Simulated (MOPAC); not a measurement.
MOPAC input (MNDO):

```
MNDO 1SCF CHARGE=-1 GEO-OK AUX(PRECISION=9) THREADS=1
C2H9Si2

C     1.83374100 1   -0.83053300 1    0.19406900 1
Si    0.13635000 1   -0.23992200 1   -0.46785500 1
C    -0.99699900 1   -1.77310300 1   -0.27597200 1
Si   -0.52119000 1    1.81168900 1    0.49333000 1
H     1.77806000 1   -0.98501200 1    1.27584800 1
H     2.15831300 1   -1.76947900 1   -0.26612300 1
H     2.60125000 1   -0.07435900 1    0.01126400 1
H     0.34989000 1   -0.15624000 1   -1.96247100 1
H    -1.97712400 1   -1.57656200 1   -0.71744500 1
H    -0.57918400 1   -2.67076900 1   -0.74704300 1
H    -1.15473300 1   -1.98338900 1    0.78565500 1
H    -0.86262100 1    1.12315600 1    1.82725400 1
H    -1.94655700 1    1.70974100 1   -0.07216700 1
```

From the output:

```
                                                       MOPAC v23.2.5 Linux

          FINAL HEAT OF FORMATION =         33.86417 KCAL/MOL =     141.68771 KJ/MOL

          COSMO AREA              =        148.76 SQUARE ANGSTROMS
          COSMO VOLUME            =        148.21 CUBIC ANGSTROMS

          IONIZATION POTENTIAL    =          1.346238 EV
          HOMO LUMO ENERGIES (EV) =         -1.346  6.000
          NO. OF FILLED LEVELS    =         13
          MOLECULAR WEIGHT        =         89.2641         POINT GROUP:  C1

          MOLECULAR DIMENSIONS (Angstroms)

            Atom       Atom       Distance
            H    13    H     6     5.38447
            H     9    H     7     4.18712
            H     8    H    12     3.61464

          SCF CALCULATIONS        =          1

   ATOM   CHEMICAL          X               Y               Z
  NUMBER   SYMBOL      (ANGSTROMS)     (ANGSTROMS)     (ANGSTROMS)

     1       C          1.83374100  *  -0.83053300  *   0.19406900  *
     2      Si          0.13635000  *  -0.23992200  *  -0.46785500  *
     3       C         -0.99699900  *  -1.77310300  *  -0.27597200  *
     4      Si         -0.52119000  *   1.81168900  *   0.49333000  *
     5       H          1.77806000  *  -0.98501200  *   1.27584800  *
     6       H          2.15831300  *  -1.76947900  *  -0.26612300  *
     7       H          2.60125000  *  -0.07435900  *   0.01126400  *
     8       H          0.34989000  *  -0.15624000  *  -1.96247100  *
     9       H         -1.97712400  *  -1.57656200  *  -0.71744500  *
    10       H         -0.57918400  *  -2.67076900  *  -0.74704300  *
    11       H         -1.15473300  *  -1.98338900  *   0.78565500  *
    12       H         -0.86262100  *   1.12315600  *   1.82725400  *
    13       H         -1.94655700  *   1.70974100  *  -0.07216700  *

                             CARTESIAN COORDINATES

   1    C        1.833741000    -0.830533000     0.194069000
   2   Si        0.136350000    -0.239922000    -0.467855000
   3    C       -0.996999000    -1.773103000    -0.275972000
   4   Si       -0.521190000     1.811689000     0.493330000
   5    H        1.778060000    -0.985012000     1.275848000
   6    H        2.158313000    -1.769479000    -0.266123000
   7    H        2.601250000    -0.074359000     0.011264000
   8    H        0.349890000    -0.156240000    -1.962471000
   9    H       -1.977124000    -1.576562000    -0.717445000
  10    H       -0.579184000    -2.670769000    -0.747043000
  11    H       -1.154733000    -1.983389000     0.785655000
  12    H       -0.862621000     1.123156000     1.827254000
  13    H       -1.946557000     1.709741000    -0.072167000

           Empirical Formula: C2 H9 Si2  =    13 atoms

      MOLECULAR POINT GROUP   :   C1

                  EIGENVALUES
 -28.44636 -24.99977 -14.05701 -10.29601 -10.06052  -9.86967  -9.78022  -9.42631
  -6.57619  -6.54503  -5.25287  -3.65119  -1.34624   5.99989   6.30009   6.46240
   7.32270   7.86326   8.33652   8.37178   8.41159   8.42209   8.89083   9.88834
   9.92886

              NET ATOMIC CHARGES AND DIPOLE CONTRIBUTIONS

  ATOM NO.   TYPE          CHARGE      No. of ELECS.   s-Pop       p-Pop
    1          C          -0.222823        4.2228     1.26793     2.95489
    2         Si           0.545085        3.4549     1.18557     2.26935
    3          C          -0.221226        4.2212     1.26657     2.95465
    4         Si           0.269701        3.7303     1.45801     2.27229
    5          H          -0.029267        1.0293     1.02927
    6          H          -0.044432        1.0444     1.04443
    7          H          -0.027051        1.0271     1.02705
    8          H          -0.341377        1.3414     1.34138
    9          H          -0.026931        1.0269     1.02693
   10          H          -0.043972        1.0440     1.04397
   11          H          -0.028176        1.0282     1.02818
   12          H          -0.416287        1.4163     1.41629
   13          H          -0.413244        1.4132     1.41324
 DIPOLE           X         Y         Z       TOTAL
 POINT-CHG.     3.258     1.017    -0.780     3.501
 HYBRID        -1.466    -5.351    -0.199     5.552
 SUM            1.792    -4.334    -0.979     4.791

          ATOMIC ORBITAL ELECTRON POPULATIONS

     Atom    s        px        py        pz
    1  C   1.26793   1.11417   0.90796   0.93276
    2 Si   1.18557   0.66127   0.94853   0.65954
    3  C   1.26657   1.00164   1.05279   0.90022
    4 Si   1.45801   0.76214   1.02807   0.48208
    5  H   1.02927
    6  H   1.04443
    7  H   1.02705
    8  H   1.34138
    9  H   1.02693
   10  H   1.04397
   11  H   1.02818
   12  H   1.41629
   13  H   1.41324

 **********************
 *                    *
 * JOB ENDED NORMALLY *
 *                    *
 **********************

 == MOPAC DONE ==
```

The dipole moment of an ion depends on the origin.

The geometry given is a B3LYP-D3(BJ)/def2-TZVP minimum.
